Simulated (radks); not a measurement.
All-electron atom: Te XIV in [Kr] 4d3 (the NIST ground configuration).

Method: scalar-relativistic Kohn-Sham, r2SCAN, spin-polarised, spherical densities, finite nucleus; open shells are filled with parallel spins first (spin-orbit coupling, left out, can overturn this in heavy ions); meta-GGA in the generalised Kohn-Sham scheme; Fermi nuclear charge, rms radius 4.7423 fm; computed with a radial shooting solver on a logarithmic mesh with Libxc functionals.

Energy parts (Ry):
part                        energy
total                 -13473.46935
kinetic                14123.55933
electron-nucleus      -31781.36120
Hartree                 4516.68464
exchange-correlation    -332.35212

Orbitals (lengths in bohr, moments of r in powers of bohr):
orbital  occ.  eigenvalue (Ry)      <r>     <r^2>
1s down     1        -2349.851  0.02782  0.001049
1s up       1        -2349.850  0.02782  0.001049
2s up       1        -379.5019   0.1198   0.01692
2s down     1        -379.3557   0.1198   0.01691
2p up       3        -342.6311   0.1047   0.01339
2p down     3        -342.5219   0.1047   0.01339
3s up       1        -92.24842   0.3204    0.1173
3s down     1        -92.21337   0.3203    0.1172
3p up       3        -80.18600   0.3184    0.1176
3p down     3        -80.13432   0.3183    0.1175
3d up       5        -62.07779   0.2947    0.1027
3d down     5        -61.96826   0.2946    0.1026
4s up       1        -31.21158   0.7258    0.5912
4s down     1        -30.76027   0.7256    0.5913
4p up       3        -27.18404   0.7598    0.6515
4p down     3        -26.72795   0.7598    0.6520
4d up       3        -21.12728   0.8142    0.7571
4d down     0        -20.66358   0.8139    0.7574
5s up       0        -14.48104    1.394     2.167
5s down     0        -14.08723    1.405     2.205
5p up       0        -12.95917    1.486     2.468
5p down     0        -12.57059    1.507     2.542

The highest occupied level is 4d up at -287.45 eV. The density falls to 0.001 e/bohr^3 at r = 1.92 bohr. For comparison, the ionisation energy in NIST's Atomic Spectra Database is 299 eV (theoretical). In exact Kohn-Sham theory the highest level is minus the ionisation energy, but local and semilocal functionals leave it too shallow, through self-interaction and a potential that decays too fast; potentials with the right tail come closer. Summed over all electrons, <r^2> = 9.446 bohr^2, which gives a Langevin (diamagnetic) susceptibility term of -7.48 x 10^-6 cm^3/mol. The spin density at the nucleus is -4.981 e/bohr^3 (1s -0.047, 2s -5.211, 3s 2.643, 4s -2.366). The electron density at the nucleus is 2.349e+05 e/bohr^3 (large components only).
